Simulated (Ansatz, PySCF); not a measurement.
C2H5ClOSi, SMILES Cl[SiH2]OC=C. Atoms are numbered in the order given.

```xyz
10

C     -2.9285     0.7281     0.1402
C     -1.7016     0.2108     0.1977
O     -0.5995     0.8869    -0.2410
Si     0.8715     0.2731    -0.7152
Cl     1.5412    -1.0958     0.6956
H     -3.1049     1.7199    -0.2818
H     -3.7741     0.1583     0.5274
H     -1.5011    -0.7791     0.6264
H      0.7591    -0.4459    -2.0082
H      1.7957     1.4236    -0.7759
```
Charge 0, spin multiplicity 1.

Coordinates come from a B3LYP-D3(BJ)/def2-SVP optimisation. The structure was generated by enumeration, and PubChem lists no compound with its InChIKey, so it may never have been made. The values are those of a single conformer.

Vertical ionisation energy (IE) and electron affinity (EA) in eV. Rows of orbital energies are one-electron estimates. Where ΔSCF, EOM or ADC give a negative EA the extra electron is unbound and the value depends on the basis.

| level | IE | EA |
|---|---|---|
| −ε(HOMO), −ε(LUMO), PBE0/def2-TZVP (PySCF) | 7.15 | -0.02 |
| −ε(HOMO), −ε(LUMO), PBE/def2-TZVP (PySCF) | 5.97 | 0.94 |
| ΔSCF, CAM-B3LYP/def2-TZVPD (Ansatz), final states of multiplicity 2 and 2 | 9.41 | -1.07 |
| ΔSCF, PBE/def2-TZVPD (Ansatz), final states of multiplicity 2 and 2 | 9.15 | -0.74 |

**Question.** What vertical singlet–triplet gap does ΔSCF give with CAM-B3LYP/def2-TZVPD (Ansatz, a program for electronic structure) and with PBE/def2-TZVPD (Ansatz)? (Estimate from the structure and the level; the computed values follow.)

**Answer.** 4.18 and 4.20 eV (triplet above singlet where positive).
